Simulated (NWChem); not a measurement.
BHCl, doublet; SMILES Cl[BH]

Program: NWChem. Pople sets run with spherical d functions. Spin-unrestricted. In the optimisation the excess spin sits in a' (Cs, its own frame). Coordinates come from a PBE0/def2-SVP, spin-unrestricted optimisation. No stability test was run on the SCF state. Total energies compare along this basis series because the functional is fixed.

```json
[
 {"level": "UHF/STO-3G", "basis functions": "15", "energy (Ha)": "-479.4736", "highest occupied level (eV)": "-8.29", "lowest empty minus highest occupied level, either spin (eV)": "13.84", "dipole (D)": "1.47"},
 {"level": "UHF/3-21G", "basis functions": "24", "energy (Ha)": "-482.3715", "highest occupied level (eV)": "[?]", "lowest empty minus highest occupied level, either spin (eV)": "11.25", "dipole (D)": "[?]"},
 {"level": "UHF/6-31G*", "basis functions": "34", "energy (Ha)": "-484.7089", "highest occupied level (eV)": "-9.59", "lowest empty minus highest occupied level, either spin (eV)": "11.50", "dipole (D)": "0.80"},
 {"level": "UHF/6-31+G*", "basis functions": "42", "energy (Ha)": "-484.7107", "highest occupied level (eV)": "-9.63", "lowest empty minus highest occupied level, either spin (eV)": "10.65", "dipole (D)": "0.78"},
 {"level": "UHF/6-311G**", "basis functions": "50", "energy (Ha)": "-484.7424", "highest occupied level (eV)": "-9.66", "lowest empty minus highest occupied level, either spin (eV)": "11.21", "dipole (D)": "0.79"},
 {"level": "UHF/6-311++G**", "basis functions": "59", "energy (Ha)": "-484.7440", "highest occupied level (eV)": "-9.63", "lowest empty minus highest occupied level, either spin (eV)": "10.68", "dipole (D)": "0.73"},
 {"level": "UHF/def2-TZVPD", "basis functions": "92", "energy (Ha)": "-484.7508", "highest occupied level (eV)": "-9.61", "lowest empty minus highest occupied level, either spin (eV)": "10.74", "dipole (D)": "0.59"},
 {"level": "UHF/def2-QZVP", "basis functions": "157", "energy (Ha)": "-484.7644", "highest occupied level (eV)": "-9.61", "lowest empty minus highest occupied level, either spin (eV)": "10.89", "dipole (D)": "0.59"}
]
```

**Question.** Some entries are withheld; supply them.

**Answer.** 
- UHF/3-21G, highest occupied level (eV): -9.82
- UHF/3-21G, dipole (D): 1.30
